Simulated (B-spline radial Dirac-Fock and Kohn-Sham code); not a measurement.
# Elastic and transport cross sections of bismuth for electrons

The computed values come from a radial atomic solver: relativistic (Dirac) partial waves in the static field of the Dirac-Fock atom with Furness-McCarthy exchange, without polarisation or absorption potentials. Below a few hundred eV the neglected polarisation potential matters, most of all at small angles. σ_tr1 and σ_tr2 weight the cross section with 1 − P₁ and 1 − P₂ of cos θ; "backward" is the share scattered beyond 90°.

```csv
energy (eV),σ (a₀²),σ_tr1 (a₀²),σ_tr2 (a₀²),σ/σ_tr1,backward (%)
50,34.4,24.8,23.8,1.39,37
58.3,33.1,20.9,22.4,1.58,32
61.4,32.8,19.7,21.8,1.67,30
85.9,33.0,12.7,18.2,2.59,15
100,33.4,10.4,16.5,3.22,10
127,33.1,7.52,13.4,4.41,5.4
134,?,?,?,?,?
153,31.9,5.94,11.1,5.37,3.4
167,31.0,5.39,10.1,5.75,3.0
178,30.2,5.06,9.48,5.98,2.9
200,28.7,4.59,8.48,6.24,2.9
209,28.0,4.46,8.16,6.28,3.1
228,26.7,4.26,7.62,6.27,3.5
249,25.4,4.13,7.19,6.14,4.1
298,22.6,3.98,6.52,5.69,5.7
300,22.5,3.98,6.50,5.67,5.7
337,20.9,3.93,6.14,5.32,6.8
```

Question: Fill in the row for 134 eV.

Answer: σ = 32.9 a₀², σ_tr1 = 7.01 a₀², σ_tr2 = 12.7 a₀², σ/σ_tr1 = 4.69, backward 4.7 %. The ratio σ/σ_tr1 is roughly the number of elastic collisions that randomise the direction.
